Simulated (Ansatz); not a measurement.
Computed with Ansatz on PBE0-D4/def2-TZVP structures; ΔE is electronic, products minus reactants. CCSD(T)/CBS is the MP2 limit (def2-TZVPP, def2-QZVPP) plus CCSD(T) − MP2 in def2-TZVPP, frozen cores. This one scheme is used for every species. DFT in def2-TZVPP. B3LYP here is the variant with VWN-RPA as its local correlation; programs differ in this. HSE06 is defined as in plane-wave codes. For Br outer-core shells are correlated without core-valence functions, which leaves a few kJ/mol of doubt a bond. Scalar relativity is left out up to krypton.

`F[BH][AlH2]` + HBr → `FBBr` + `[AlH3]`  (cleavage of the B–Al bond)

```json
{"level": "LDA (SPW92)", "ΔE (kcal/mol)": "-29.9", "difference from CCSD(T)/CBS": "0.7"}
{"level": "PBE-D4", "ΔE (kcal/mol)": "-29.0", "difference from CCSD(T)/CBS": "1.6"}
{"level": "revPBE-D4", "ΔE (kcal/mol)": "-29.3", "difference from CCSD(T)/CBS": "1.3"}
{"level": "BLYP-D4", "ΔE (kcal/mol)": "-29.7", "difference from CCSD(T)/CBS": "0.9"}
{"level": "PBE0-D4", "ΔE (kcal/mol)": "-29.7", "difference from CCSD(T)/CBS": "0.9"}
{"level": "B3LYP-D4", "ΔE (kcal/mol)": "-30.2", "difference from CCSD(T)/CBS": "0.4"}
{"level": "r2SCANh-D4", "ΔE (kcal/mol)": "-31.6", "difference from CCSD(T)/CBS": "-1.0"}
{"level": "r2SCAN0-D4", "ΔE (kcal/mol)": "-31.6", "difference from CCSD(T)/CBS": "-1.0"}
{"level": "HSE06-D4", "ΔE (kcal/mol)": "-29.7", "difference from CCSD(T)/CBS": "0.9"}
{"level": "BHLYP-D4", "ΔE (kcal/mol)": "-31.0", "difference from CCSD(T)/CBS": "-0.4"}
{"level": "CAM-B3LYP-D4", "ΔE (kcal/mol)": "-30.3", "difference from CCSD(T)/CBS": "0.3"}
{"level": "ωB97X-V", "ΔE (kcal/mol)": "-30.0", "difference from CCSD(T)/CBS": "0.6"}
{"level": "ωB97M-V", "ΔE (kcal/mol)": "-31.1", "difference from CCSD(T)/CBS": "-0.5"}
{"level": "B2PLYP", "ΔE (kcal/mol)": "-31.1", "difference from CCSD(T)/CBS": "-0.5"}
{"level": "PBE-QIDH", "ΔE (kcal/mol)": "-31.4", "difference from CCSD(T)/CBS": "-0.8"}
{"level": "PBE", "ΔE (kcal/mol)": "-28.8", "difference from CCSD(T)/CBS": "1.8"}
{"level": "revPBE", "ΔE (kcal/mol)": "-28.4", "difference from CCSD(T)/CBS": "2.2"}
{"level": "BLYP", "ΔE (kcal/mol)": "-29.2", "difference from CCSD(T)/CBS": "1.4"}
{"level": "PBE0", "ΔE (kcal/mol)": "-29.6", "difference from CCSD(T)/CBS": "1.0"}
{"level": "B3LYP", "ΔE (kcal/mol)": "-29.9", "difference from CCSD(T)/CBS": "0.7"}
{"level": "r2SCANh", "ΔE (kcal/mol)": "-31.5", "difference from CCSD(T)/CBS": "-0.9"}
{"level": "r2SCAN0", "ΔE (kcal/mol)": "-31.6", "difference from CCSD(T)/CBS": "-1.0"}
{"level": "HSE06", "ΔE (kcal/mol)": "-29.6", "difference from CCSD(T)/CBS": "1.0"}
{"level": "BHLYP", "ΔE (kcal/mol)": "-30.8", "difference from CCSD(T)/CBS": "-0.2"}
{"level": "LC-ωPBE", "ΔE (kcal/mol)": "-29.3", "difference from CCSD(T)/CBS": "1.3"}
{"level": "RPA@PBE/def2-TZVPP", "ΔE (kcal/mol)": "-29.5", "difference from CCSD(T)/CBS": "1.1"}
{"level": "MP2/def2-SVP", "ΔE (kcal/mol)": "-34.4", "difference from CCSD(T)/CBS": "-3.8"}
{"level": "CCSD/def2-SVP", "ΔE (kcal/mol)": "-31.2", "difference from CCSD(T)/CBS": "-0.6"}
{"level": "CCSD(T)/def2-SVP", "ΔE (kcal/mol)": "-31.6", "difference from CCSD(T)/CBS": "-1.0"}
{"level": "HF/def2-TZVPP", "ΔE (kcal/mol)": "-31.5", "difference from CCSD(T)/CBS": "-0.9"}
{"level": "MP2/def2-TZVPP", "ΔE (kcal/mol)": "-33.3", "difference from CCSD(T)/CBS": "-2.7"}
{"level": "SCS-MP2/def2-TZVPP", "ΔE (kcal/mol)": "-32.1", "difference from CCSD(T)/CBS": "-1.5"}
{"level": "CCSD/def2-TZVPP", "ΔE (kcal/mol)": "-30.2", "difference from CCSD(T)/CBS": "0.4"}
{"level": "CCSD(T)/def2-TZVPP", "ΔE (kcal/mol)": "-30.5", "difference from CCSD(T)/CBS": "0.1"}
{"level": "HF/def2-QZVPP", "ΔE (kcal/mol)": "-31.4", "difference from CCSD(T)/CBS": "-0.8"}
{"level": "MP2/def2-QZVPP", "ΔE (kcal/mol)": "-33.3", "difference from CCSD(T)/CBS": "-2.7"}
{"level": "SCS-MP2/def2-QZVPP", "ΔE (kcal/mol)": "-32.1", "difference from CCSD(T)/CBS": "-1.5"}
{"level": "HF/CBS(def2)", "ΔE (kcal/mol)": "-31.4", "difference from CCSD(T)/CBS": "-0.8"}
{"level": "MP2/CBS(def2)", "ΔE (kcal/mol)": "-33.3", "difference from CCSD(T)/CBS": "-2.7"}
{"level": "CCSD/CBS(def2)", "ΔE (kcal/mol)": "-30.3", "difference from CCSD(T)/CBS": "0.3"}
{"level": "CCSD(T)/CBS", "ΔE (kcal/mol)": "-30.6", "difference from CCSD(T)/CBS": "0"}
```

**Question.** What do rigid-rotor, harmonic-oscillator terms from PBE0-D4/def2-TZVP frequencies (298.15 K, 1 bar) make of the CCSD(T)/CBS value? (An estimate is asked.)

**Answer.** The calculation gave: ΔZPE = +0.5 kcal/mol, ΔH = -30.6 kcal/mol, ΔS = -11 J/(mol·K), ΔG = -29.8 kcal/mol.

Largest T1 diagnostic among the species: 0.014.

From BLYP to BHLYP (50 % exact exchange), in def2-TZVPP and without D4, ΔE moves by −1.6 kcal/mol. Leaving LDA and LC-ωPBE aside and taking each functional with its dispersion term where it has one, the values, not all of them listed here, spread over 5.3 kcal/mol, from B97M-V to PBE-D4. LDA lies −1.1 kcal/mol from PBE without D4. At CCSD(T), def2-SVP lies −1.0 kcal/mol from the extrapolated value and def2-TZVPP +0.1 kcal/mol.
